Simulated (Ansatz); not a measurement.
Coupled-cluster run, `C[SiH2]C1N=CO1`.

```yaml
crystal:
  periodic: [false, false, false]
  atoms:
    - {symbol: C, position_ang: [-0.927828, -1.872815, 0.279749]}
    - {symbol: Si, position_ang: [0.585806, -0.844160, -0.074964]}
    - {symbol: C, position_ang: [0.257322, 0.939885, 0.486665]}
    - {symbol: N, position_ang: [-0.759024, 1.627150, -0.312329]}
    - {symbol: C, position_ang: [0.217346, 2.360397, -0.695577]}
    - {symbol: O, position_ang: [1.282205, 1.879290, -0.016852]}
    - {symbol: H, position_ang: [-0.797167, -2.893946, -0.085312]}
    - {symbol: H, position_ang: [-1.798965, -1.437711, -0.214600]}
    - {symbol: H, position_ang: [-1.129535, -1.921520, 1.352240]}
    - {symbol: H, position_ang: [0.889091, -0.774570, -1.526890]}
    - {symbol: H, position_ang: [1.775701, -1.354159, 0.659108]}
    - {symbol: H, position_ang: [0.131334, 1.075592, 1.564429]}
    - {symbol: H, position_ang: [0.294216, 3.181668, -1.400970]}
basis:
  gaussian: {orbitals: def2-SVP}
correlation: {method: ccsd_t}
```

```sh
$ ansatz run in.yaml --threads 4 --pin off --events-out ev --progress --plain --max-ram 10444MiB
```

Log, shortened:

```
Functional definition: HF
1239 factors; integrals over basis functions are off by at most 1.4e-3 eV
mean field evaluation 1: about -14570.2703 eV, gradient 3.7e1 eV
mean field evaluation 2: about -14570.2771 eV, gradient 3.7e1 eV
mean field evaluation 4: about -14573.9052 eV, gradient 4.3e0 eV
mean field evaluation 8: about -14573.9716 eV, gradient 2.1e-1 eV
mean field evaluation 16: about -14573.9579 eV, gradient 1.5e0 eV
mean field -14573.97187216 eV, -535.5835877090 hartree, gradient 2.0e-6 eV, S^2 0.000000; 0 other end points of the search recorded, 0 dependent functions left out
10 core orbitals not correlated: weight in the atoms' cores, before any rotation towards them, 1.000 or more for the frozen orbitals, at most 0.000 for the correlated occupied ones
reference -14573.97187216 eV, -535.5835877090 hartree; 17, 17 occupied and 96, 96 virtual orbitals, 1239 factors
second order -23.13441503 eV of doubles, -0.00000000 eV of singles
cycle   1  -23.70083110 eV  change   -5.7e-1 eV  update   1.2e-1
cycle   2  -24.39170142 eV  change   -6.9e-1 eV  update   3.7e-2
cycle   3  -24.56707208 eV  change   -1.8e-1 eV  update   2.0e-2
cycle   4  -24.56244750 eV  change    4.6e-3 eV  update   5.2e-3
cycle   5  -24.56116416 eV  change    1.3e-3 eV  update   2.4e-3
cycle   6  -24.56185339 eV  change   -6.9e-4 eV  update   7.2e-4
cycle   7  -24.56122655 eV  change    6.3e-4 eV  update   2.9e-4
cycle   8  -24.56115537 eV  change    7.1e-5 eV  update   1.1e-4
cycle   9  -24.56117395 eV  change   -1.9e-5 eV  update   4.1e-5
perturbative correction -0.85130116 eV, -0.0312847406 hartree
Total energy: -14599.38434728 eV, -536.5174789442 hartree
```

Hardware: 4 threads of a server CPU on a shared host. Wall time 37 s, peak host memory 0.76 GiB.

MP2 recovers 91.0 % of the CCSD(T) correlation energy and the triples give 3.3 %; T1 = 0.0138.
